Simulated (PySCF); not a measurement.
**Electron correlation in Cu (copper, neutral)**

[Ar] 3d10 4p1, 2P determinant (an excited configuration). Computed with PySCF 2.14 in x2c-QZVPPall with one added diffuse shell each of s, p, d, f, g type (12s8p7d5f3g, 133 functions), with the spin-free X2C one-electron Hamiltonian (Gaussian nucleus). Frozen: [Ne]; 19 electrons correlated.

MP2 pair energies summed by pair of shells (mhartree):

```tsv
pair	energy	share (%)
3d-3d	-502.32	56.5
3p-3d	-232.08	26.1
3s-3d	-62.04	7.0
3p-3p	-49.81	5.6
3s-3p	-26.15	2.9
3d-4p	-10.96	1.2
3s-3s	-4.54	0.5
3p-4p	-0.59	0.1
3s-4p	-0.08	0.0
```

Total MP2 correlation energy: -888.58 mhartree.

Same-spin part -301.52 and opposite-spin part -587.06 mhartree; SCS-MP2 scales them by 1/3 and 6/5 to -804.98 mhartree.

This basis was not built for core-valence correlation, so the inner-shell part is incomplete.
